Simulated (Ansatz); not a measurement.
A nudged elastic band was laid between two geometries of C₄H₆BN (12 atoms, charge 0, multiplicity 1).

Method: RKS PBE0-D4/6-31G* (Ansatz).

```json
{
 "movable images": "5",
 "climbing image": "yes",
 "spring": "5.0 eV/Å²",
 "optimiser": "quadratic models (default)",
 "start path": "through a guess of the saddle point",
 "force threshold": "0.05 eV/Å",
 "iteration limit": "60",
 "end points": "relaxed"
}
```

First end point:

```xyz
12
Properties=species:S:1:pos:R:3
C 0.180 -1.667 0.948
C 0.744 -0.821 -0.201
B -0.060 0.412 -0.593
C -0.795 1.544 -0.976
C -0.672 2.762 -0.267
N -0.565 3.760 0.324
H 0.817 -2.537 1.136
H -0.827 -2.026 0.718
H 0.123 -1.085 1.872
H 1.772 -0.493 0.014
H 0.841 -1.424 -1.120
H -1.481 1.519 -1.822
```

Last end point:

```xyz
12
Properties=species:S:1:pos:R:3
C 0.209 -1.676 0.955
C 0.596 -0.888 -0.302
B 0.246 0.595 -0.312
C -0.070 1.961 -0.345
C -1.316 2.403 -0.845
N -2.346 2.757 -1.259
H 0.495 -2.727 0.856
H -0.870 -1.634 1.130
H 0.705 -1.273 1.843
H 1.676 -0.967 -0.502
H 0.125 -1.323 -1.199
H 0.628 2.717 0.015
```

Question: What changes between the two ends?

Answer: No bond is made or broken.

Question: Give the energies along the band, and the barrier.

Answer: It converged. The highest image is number 3 of 0 to 6, 0.7 kcal/mol above the ends, which have the same energy within 2 meV. A vibrational analysis at the climbing image gives no mode beyond 40i cm⁻¹: the surface is too flat there to confirm a saddle point.

```csv
image,path coordinate (Å),energy (kcal/mol)
0,0.00,0.0
1,1.02,0.0
2,2.05,0.5
3,3.07,0.7
4,4.19,0.7
5,5.31,0.2
6,6.42,0.0
```

Question: What is the geometry of the highest image?

Answer: 
```xyz
12
Properties=species:S:1:pos:R:3:forces:R:3
C 0.036 -1.802 0.761 0.00 0.00 0.00
C 0.850 -0.699 0.047 -0.01 0.00 0.00
B -0.048 0.498 -0.252 -0.01 0.00 0.01
C -0.913 1.576 -0.490 0.04 0.01 -0.02
C -0.394 2.801 -0.972 0.00 -0.01 -0.01
N 0.051 3.802 -1.371 -0.01 0.00 0.01
H 0.683 -2.656 0.979 0.00 0.00 0.00
H -0.790 -2.160 0.139 0.00 0.00 0.00
H -0.381 -1.445 1.707 0.00 0.00 0.00
H 1.681 -0.382 0.691 0.00 0.00 0.00
H 1.288 -1.098 -0.877 0.00 0.00 0.00
H -1.987 1.509 -0.328 -0.01 -0.01 0.01
```

The run took 6.1 min on 2 threads of Arm Neoverse V1 (shared host), peak memory 0.22 GiB.
